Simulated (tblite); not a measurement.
C7H18OP (charge +1).
Bonds: C1–C2, C2–C3, C3–C4, C4–P5, P5–C6, C6–C7, C7–O8, O8–C9. Hydrogens: H10, H11, H12 on C1; H13, H14 on C2; H15, H16 on C3; H17, H18 on C4; H19, H20 on P5; H21, H22 on C6; H23, H24 on C7; H25, H26, H27 on C9.

Computed with GFN2-xTB (tblite), gas phase: L-BFGS steps from a force-field or distance-geometry start until the largest atomic force falls under 0.01 eV/Å.

Step 17: E = -825.2847 eV
```
atom  x, y, z in Å  |  force x, y, z in eV/Å
C1      3.8861    0.8157    0.8324    0.030   0.033   0.009
C2      2.6912   -0.1359    0.9001    0.120   0.172   0.089
C3      2.2397   -0.5748   -0.4902    0.127   0.037   0.050
C4      1.1232   -1.6151   -0.4557   -0.225   0.006   0.100
P5     -0.4373   -0.9172    0.1863   -0.130  -0.028   0.093
C6     -1.0157    0.4956   -0.7937    0.079  -0.069  -0.071
C7     -2.3679    1.0122   -0.3138   -0.033  -0.011   0.008
O8     -3.2505   -0.0827   -0.3640   -0.055   0.043   0.003
C9     -4.6122    0.2860   -0.1791    0.058   0.008   0.031
H10     4.2019    1.0949    1.8373   -0.038  -0.041  -0.105
H11     4.7297    0.3404    0.3320   -0.099   0.026   0.055
H12     3.6397    1.7289    0.2914   -0.024  -0.095   0.019
H13     2.9797   -1.0030    1.5010   -0.085  -0.004  -0.117
H14     1.8677    0.3714    1.4158   -0.037  -0.005  -0.004
H15     3.0956   -0.9982   -1.0067    0.126  -0.163  -0.089
H16     1.9220    0.2860   -1.0785    0.015   0.128   0.016
H17     1.4067   -2.4709    0.1660   -0.044   0.047   0.025
H18     0.9153   -1.9911   -1.4629   -0.046   0.004  -0.034
H19    -1.4153   -1.8824    0.1937    0.028   0.049  -0.010
H20    -0.3080   -0.5064    1.4983   -0.036  -0.099  -0.103
H21    -1.1528    0.1389   -1.8156    0.090  -0.091  -0.180
H22    -0.2612    1.2807   -0.7993    0.075   0.118   0.080
H23    -2.3120    1.4240    0.7042    0.008   0.027   0.031
H24    -2.6932    1.8139   -0.9937   -0.062  -0.011   0.065
H25    -4.8748    1.1286   -0.8330    0.021  -0.146   0.097
H26    -4.7933    0.5653    0.8663   -0.023   0.001  -0.117
H27    -5.2242   -0.5782   -0.4423    0.159   0.066   0.058
```

Step 18: E = -825.2955 eV
```
atom  x, y, z in Å  |  force x, y, z in eV/Å
C1      3.8847    0.8140    0.8302    0.011   0.033   0.014
C2      2.6901   -0.1351    0.9012    0.079   0.130   0.033
C3      2.2427   -0.5794   -0.4884    0.106   0.004   0.014
C4      1.1226   -1.6172   -0.4529   -0.229   0.042   0.076
P5     -0.4412   -0.9127    0.1698   -0.146   0.004   0.076
C6     -1.0101    0.5111   -0.8020    0.011  -0.045  -0.036
C7     -2.3623    1.0234   -0.3048   -0.040  -0.024  -0.045
O8     -3.2389   -0.0786   -0.3342   -0.029  -0.031   0.040
C9     -4.6096    0.2735   -0.1708    0.110   0.030   0.011
H10     4.1964    1.0920    1.8351   -0.002  -0.004  -0.073
H11     4.7294    0.3400    0.3305   -0.109   0.017   0.059
H12     3.6342    1.7237    0.2874   -0.008  -0.052   0.011
H13     2.9774   -1.0004    1.5033   -0.083  -0.026  -0.086
H14     1.8614    0.3719    1.4110    0.002  -0.009  -0.007
H15     3.0961   -1.0096   -1.0052    0.125  -0.147  -0.050
H16     1.9294    0.2794   -1.0828    0.008   0.117   0.027
H17     1.3889   -2.4630    0.1893    0.001   0.022  -0.010
H18     0.9287   -2.0025   -1.4596   -0.054  -0.014  -0.007
H19    -1.4227   -1.8707    0.1698   -0.002   0.005  -0.041
H20    -0.3219   -0.5262    1.4881   -0.025  -0.041  -0.077
H21    -1.1542    0.1628   -1.8293    0.125  -0.044  -0.073
H22    -0.2547    1.2989   -0.7946    0.020   0.041   0.047
H23    -2.2931    1.4505    0.7079   -0.006  -0.012  -0.033
H24    -2.7051    1.8093   -0.9938   -0.048   0.031   0.087
H25    -4.8652    1.1059   -0.8379   -0.020  -0.098   0.084
H26    -4.8102    0.5628    0.8685   -0.014  -0.020  -0.132
H27    -5.2126   -0.5972   -0.4395    0.217   0.090   0.091
```

**Question.** Estimate the geometry and energy of step 19. (The exact step hangs on the optimiser's Hessian estimate; all steps are aligned on step 18, rigid shifts and turns removed.)

**Answer.** E = -825.3034 eV, largest force 0.238 eV/Å
```
atom  x, y, z in Å  |  force x, y, z in eV/Å
C1      3.8838    0.8135    0.8290   -0.015   0.025   0.014
C2      2.6905   -0.1325    0.9024    0.002   0.033  -0.035
C3      2.2465   -0.5824   -0.4872    0.043  -0.025  -0.032
C4      1.1187   -1.6176   -0.4497   -0.133   0.078   0.023
P5     -0.4465   -0.9093    0.1596   -0.114   0.031   0.016
C6     -1.0059    0.5212   -0.8087   -0.045  -0.002  -0.007
C7     -2.3589    1.0305   -0.2995   -0.019  -0.028  -0.070
O8     -3.2311   -0.0762   -0.3133    0.031  -0.070   0.059
C9     -4.6057    0.2654   -0.1648    0.128   0.029  -0.001
H10     4.1927    1.0901    1.8325    0.035   0.038  -0.009
H11     4.7275    0.3398    0.3304   -0.075  -0.006   0.037
H12     3.6301    1.7193    0.2848    0.000   0.010  -0.009
H13     2.9741   -0.9990    1.5030   -0.066  -0.035  -0.047
H14     1.8569    0.3722    1.4077    0.028  -0.002  -0.010
H15     3.0985   -1.0204   -1.0050    0.065  -0.103   0.009
H16     1.9350    0.2768   -1.0849    0.026   0.068   0.041
H17     1.3762   -2.4568    0.2049    0.017   0.013  -0.034
H18     0.9367   -2.0102   -1.4572   -0.064  -0.010   0.041
H19    -1.4282   -1.8628    0.1529   -0.045  -0.042  -0.059
H20    -0.3319   -0.5406    1.4799   -0.021   0.011  -0.019
H21    -1.1524    0.1780   -1.8403    0.146  -0.002   0.020
H22    -0.2501    1.3119   -0.7902   -0.033  -0.034   0.019
H23    -2.2803    1.4682    0.7098   -0.011  -0.047  -0.082
H24    -2.7143    1.8066   -0.9921   -0.040   0.058   0.087
H25    -4.8590    1.0887   -0.8398   -0.046  -0.025   0.036
H26    -4.8221    0.5609    0.8679   -0.005  -0.017  -0.084
H27    -5.2008   -0.6089   -0.4360    0.212   0.052   0.094
```

The energy changes by -0.0079 eV. The first-order estimate −F·Δx gives -0.0112 eV and the mean of the old and new forces, exact on a quadratic surface, -0.0079 eV. The step makes an angle of 75° with the force vector and moves no atom by more than 0.022 Å.

What follows is the cost of the whole relaxation. Time: 1.4 s wall. Hardware: one thread, Arm Neoverse V2 (aarch64), shared host with 64 logical CPUs at a one-minute load of 48.
